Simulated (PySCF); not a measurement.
## Spinor energies of Hg⁴⁺ (mercury, charge +4)

Start: [Xe] 4f14 5d8; 5d3/2 filled at m_j = -3/2, -1/2, +1/2, +3/2; 5d5/2 filled at m_j = -1/2, +1/2, +3/2, +5/2. Calculated with PySCF 2.14 in x2c-QZVPPall-2c (16s16p12d7f2g, 191 functions): generalised Hartree-Fock with the X2C-1e Hamiltonian and a Gaussian nucleus; one run each with spin-orbit coupling (SO) switched off, then screened by Boettger's factors.

```
spinor shell  electrons  ε, spin-free (eV)  ε, screened SO (eV)  weight of nominal j (screened SO)  rms radius, screened SO (bohr)
       1s1/2          2           -83623.6             -83590.1                              1.000                          0.0187
       2s1/2          2           -15018.2             -15007.5                              1.000                          0.0755
       2p1/2          2           -12971.9             -14377.6                              1.000                          0.0639
       2p3/2          4           -12971.9             -12423.7                              1.000                          0.0720
       3s1/2          2            -3673.2              -3669.7                              1.000                           0.193
       3p1/2          2            -3072.6              -3386.8                              1.000                           0.184
       3p3/2          4            -3072.6              -2947.5                              1.000                           0.201
       3d3/2          4            -2430.0              -2484.8                              1.000                           0.176
       3d5/2          6            -2430.0              -2390.8                              1.000                           0.180
       4s1/2          2            -885.27              -884.07                              1.000                           0.424
       4p1/2          2            -685.00              -761.78                              1.000                           0.428
       4p3/2          4            -685.00              -654.06                              1.000                           0.463
       4d3/2          4            -441.96              -453.97                              1.000                           0.475
       4d5/2          6            -441.96              -432.97                              1.000                           0.486
       5s1/2          2            -188.95              -188.62                              1.000                           0.964
       4f5/2          6            -170.83              -172.85                              0.999                           0.523
       4f7/2          8            -170.83              -168.27                              0.999                           0.528
       5p1/2          2            -131.89              -146.85                              0.996                            1.04
       5p3/2          4            -131.89              -125.64                              0.998                            1.12
       5d3/2          4            -64.949              -66.281                              0.922                            1.40
       5d5/2          4            -64.949              -63.702                              0.937                            1.44
```

```json
{"quantity": "E (hartree)", "spin-free": "-19603.94754", "screened SO": "-19636.20110"}
{"quantity": "M_J", "spin-free": "4", "screened SO": "4"}
{"quantity": "⟨J²⟩", "spin-free": "20.008", "screened SO": "20.009"}
{"quantity": "⟨L²⟩", "spin-free": "12.007", "screened SO": "12.552"}
{"quantity": "⟨S²⟩", "spin-free": "2.002", "screened SO": "2.083"}
```

Each row is a mean over spinors that exchange with the open shell spreads, by up to 7.863 eV (5p3/2).

Breit and QED terms are absent; they matter most for the inner s and p1/2 levels.

Densities and radii are taken from the X2C orbitals without a picture-change correction, which distorts them close to the nucleus.

Without spin-orbit coupling the j labels of p, d and f shells carry no meaning; the spin-free column gives the mean over the occupied spinors of each nl shell.
